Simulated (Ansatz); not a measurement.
`[F][Sn]([F])([Cl])[I]` + HBr → `[F][Sn]([F])([Cl])[Br]` + HI at 700 K and 1 bar (ligand exchange at the Sn–I bond).

Computed with Ansatz on PBE0-D4/def2-TZVP structures; ΔE is electronic, products minus reactants. CCSD(T)/CBS is the MP2 limit (def2-TZVPP, def2-QZVPP) plus CCSD(T) − MP2 in def2-TZVPP, frozen cores. def2 core potentials past Kr. For Br, I, Sn outer-core shells are correlated without core-valence functions, which leaves a few kJ/mol of doubt a bond. Scalar relativity is left out up to krypton.

| species | CCSD(T)/CBS energy (Eh) | H − E (kJ/mol) | S (J/(mol·K)) |
| --- | --- | --- | --- |
| `[F][Sn]([F])([Cl])[I]` | -1170.98597 | 78.0 | 473.0 |
| HBr | -2573.91920 | 36.5 | 223.7 |
| `[F][Sn]([F])([Cl])[Br]` | -3446.86348 | 78.1 | 464.2 |
| HI | -298.03592 | 34.6 | 231.7 |

H − E and S are ideal-gas, rigid-rotor, harmonic terms from PBE0-D4/def2-TZVP. 1 Eh = 2625.50 kJ/mol, R = 8.31446 J/(mol·K).

Task: By hand: ΔE, ΔH, ΔS and ΔG.

Result: ΔE = (-3446.86348) + (-298.03592) − (-1170.98597) − (-2573.91920) = 0.00577 Eh = 15.1 kJ/mol. Δ(H − E) = 78.1 + 34.6 − 78.0 − 36.5 = -1.8, so ΔH = 13.3 kJ/mol. ΔS = 464.2 + 231.7 − 473.0 − 223.7 = -0.8 J/(mol·K). ΔG = 13.3 − 700 × (-0.8)/1000 = 13.9 kJ/mol.

Task: By hand: the equilibrium constant, and the temperature at which ΔG would vanish if ΔH and ΔS stayed fixed.

Result: log₁₀ K = −ΔG/(RT ln 10) = -1.0. ΔH and −TΔS have one sign here, so there is no such temperature.

The number of gas molecules stays the same, so ΔS is small and ΔH decides. A doubt of 5 kJ/mol in ΔE shifts log₁₀ K by 0.4 here. These are equilibria of isolated gas molecules and say nothing of rates. Largest T1 diagnostic: 0.012 (customary marks: 0.02 for closed shells, 0.045 for open ones).

ΔS is within the doubt of such terms, so its sign, and with it that verdict, could turn.
